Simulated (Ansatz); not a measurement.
Cost and result for the atomization energy of CH₄AlBF₂Si (`FB1C[Si]1(F)[AlH2]`) (10 atoms, 10 bonds).

```xyz
10

F     1.2311    0.7386    2.7583
B     0.5984    0.4332    1.6465
C    -0.6632    0.9072    0.9761
Si    0.7405    0.2619   -0.2851
F     1.6900    1.3353   -1.0246
Al   -0.1512   -1.4970   -1.7070
H    -1.3773    0.1382    0.6631
H    -1.1600    1.8571    1.1656
H     0.5512   -1.9720   -3.0442
H    -1.4594   -2.2025   -1.1489
```

The species carries charge 0 and has multiplicity 1. All single points use the PBE0-D4/def2-TZVP geometry. Program: Ansatz. All runs use 4 threads of an Arm Neoverse N1 on a shared host. Times are those of one run each, without the atoms' runs, and a repeat can differ threefold. Electronic energies, without spin–orbit coupling; frozen cores. CCSD(T)/CBS adds CCSD(T) − MP2 in def2-TZVPP to the MP2 limit, and its time is that of the two runs behind it. T1 = 0.015. B3LYP takes the VWN-RPA correlation (the form of Gaussian; ORCA's B3LYP/G).

CCSD(T)/CBS is a level of theory with its own doubt, some kJ/mol a heavy atom from the limit and from the frozen cores, so smaller differences don't rank the functionals.

```tsv
level	functions	wall time
PBE-D4/def2-TZVPP (with forces)	264	4.7 s
PBE0-D4/def2-TZVPP	264	6 s
B3LYP-D4/def2-TZVPP (with forces)	264	9 s
r2SCAN-D4/def2-TZVPP (with forces)	264	9.5 s
B2PLYP/def2-TZVPP	264	11 s
ωB97X-V/def2-TZVPP	264	15 s
ωB97M-V/def2-TZVPP (with forces)	264	23 s
MP2/def2-QZVPP	488	37 s
CCSD(T)/def2-TZVPP	264	5.4 min
CCSD(T)/CBS(def2)	–	6.1 min
```

Problem. What atomization energy does each give, and how far from CCSD(T)/CBS? (An estimate is asked.)

Solution. The calculation gave: 
```json
{"level": "PBE-D4/def2-TZVPP (with forces)", "atomization (kcal/mol)": "873.4", "difference from CCSD(T)/CBS": "20.5", "per bond": "2.1"}
{"level": "PBE0-D4/def2-TZVPP", "atomization (kcal/mol)": "855.6", "difference from CCSD(T)/CBS": "2.7", "per bond": "0.3"}
{"level": "B3LYP-D4/def2-TZVPP (with forces)", "atomization (kcal/mol)": "851.3", "difference from CCSD(T)/CBS": "-1.6", "per bond": "-0.2"}
{"level": "r2SCAN-D4/def2-TZVPP (with forces)", "atomization (kcal/mol)": "863.6", "difference from CCSD(T)/CBS": "10.7", "per bond": "1.1"}
{"level": "B2PLYP/def2-TZVPP", "atomization (kcal/mol)": "843.8", "difference from CCSD(T)/CBS": "-9.1", "per bond": "-0.9"}
{"level": "ωB97X-V/def2-TZVPP", "atomization (kcal/mol)": "858.3", "difference from CCSD(T)/CBS": "5.4", "per bond": "0.5"}
{"level": "ωB97M-V/def2-TZVPP (with forces)", "atomization (kcal/mol)": "856.4", "difference from CCSD(T)/CBS": "3.5", "per bond": "0.4"}
{"level": "MP2/def2-QZVPP", "atomization (kcal/mol)": "866.6", "difference from CCSD(T)/CBS": "13.7", "per bond": "1.4"}
{"level": "CCSD(T)/def2-TZVPP", "atomization (kcal/mol)": "829.2", "difference from CCSD(T)/CBS": "-23.7", "per bond": "-2.4"}
{"level": "CCSD(T)/CBS(def2)", "atomization (kcal/mol)": "852.9", "difference from CCSD(T)/CBS": "0.0", "per bond": "0.0"}
```

From PBE to PBE0 (25 % exact exchange), in def2-TZVPP and without D4, the atomization energy moves by −17.1 kcal/mol: exact exchange takes away binding that semilocal exchange gives to molecules. In def2-TZVPP, CCSD(T) changes the Hartree–Fock value by +197.0 kcal/mol (the triples alone add +14.4 kcal/mol) and MP2 by +220.1 kcal/mol; breaking electron pairs costs correlation energy, which Hartree–Fock lacks. The D4 term adds +8.5 kcal/mol with B3LYP and +4.5 kcal/mol with PBE0; it sums over pairs of atoms, weighted by their polarisabilities, and B3LYP, whose exchange is more repulsive, gets the larger term.
